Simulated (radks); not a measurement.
Results of a calculation; reference values are marked as such.
P2+, 13 electrons, occupied as [Ne] 3s2 3p1 (the NIST ground configuration). Level of theory: non-relativistic Kohn-Sham, r2SCAN, spin-polarised, spherical densities, point nucleus; open shells are filled with parallel spins first; meta-GGA in the generalised Kohn-Sham scheme (a radial shooting solver on a logarithmic mesh with Libxc functionals).

Radial electron density D(r) = 4 pi r^2 rho(r):

```
   r/bohr * D(r) (the largest magnitude, 17, reaches the edge; | marks zero)
  0.00539 | *
 0.006853 |  *
 0.008711 |    *
  0.01107 |       *
  0.01419 |           *
  0.01804 |                *
  0.02293 |                       *
  0.02916 |                               *
  0.03706 |                                       *
  0.04712 |                                                *
   0.0599 |                                                     *
  0.07614 |                                                      *
   0.0968 |                                                  *
   0.1231 |                                          *
   0.1577 |                                   *
   0.2005 |                                   *
   0.2548 |                                         *
    0.324 |                                                 *
   0.4118 |                                                  *
   0.5236 |                                        *
   0.6656 |                        *
   0.8461 |           *
    1.076 |      *
    1.367 |      *
    1.738 |     *
    2.228 |   *
    2.832 | *
      3.6 *
    4.576 *
    5.818 *
```

D(r) has 3 maxima, at r = 0.0703, 0.371, 1.46 bohr, and minima at 0.179, 1.23 bohr, inside which lie 2.19, 10.44 electrons.
